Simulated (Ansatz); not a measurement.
CdB9. The state is a doublet with charge 0. Geometry PBE-D4/def2-SVP; atoms count from 1.

```xyz
10

Cd   -0.494    2.327    1.749
B    -0.787    0.214    0.854
B     0.880    0.795   -1.572
B    -1.186   -1.427    0.358
B    -0.692    0.615   -1.577
B     1.893    0.209   -0.529
B    -1.595   -0.302   -0.677
B     0.167   -1.295    1.170
B     1.542   -0.666    0.740
B     0.272   -0.469   -0.515
```

In the def2 sets Cd takes a core potential; there is no spin–orbit coupling. The structure comes from a short search, and lower isomers may exist.

Q: Estimate the Mulliken populations from the PBE0/def2-TZVP orbitals of Ansatz.

A: 
```tsv
atom	charge (e)	spin (α − β)	d electrons
Cd1	0.15	0.63	9.96
B2	-0.20	0.33	–
B3	-0.01	0.00	–
B4	0.21	0.10	–
B5	-0.03	0.00	–
B6	-0.01	0.01	–
B7	0.11	-0.02	–
B8	0.09	-0.02	–
B9	-0.03	0.00	–
B10	-0.26	-0.02	–
```
Mulliken values depend strongly on the basis.

Q: Where does the spin sit?

A: Summed by element: Cd 0.63, B 0.37, of 1 unpaired in all. Largest on single atoms: Cd1 0.63, B2 0.33, B4 0.10.

Q: And the Mayer bond orders between heavy atoms (over 0.3)?

A: Cd1–B2 0.77 (2.31 Å); B2–B4 0.34 (1.76 Å); B2–B7 0.58 (1.81 Å); B2–B8 0.58 (1.81 Å); B3–B5 1.19 (1.58 Å); B3–B6 1.24 (1.57 Å); B3–B10 0.58 (1.76 Å); B4–B7 1.01 (1.58 Å); B4–B8 1.01 (1.58 Å); B4–B10 0.44 (1.95 Å); B5–B7 1.13 (1.57 Å); B5–B10 0.50 (1.80 Å); B6–B9 1.19 (1.58 Å); B6–B10 0.58 (1.76 Å); B7–B10 0.43 (1.88 Å); B8–B9 1.14 (1.57 Å); B8–B10 0.43 (1.88 Å); B9–B10 0.50 (1.80 Å).
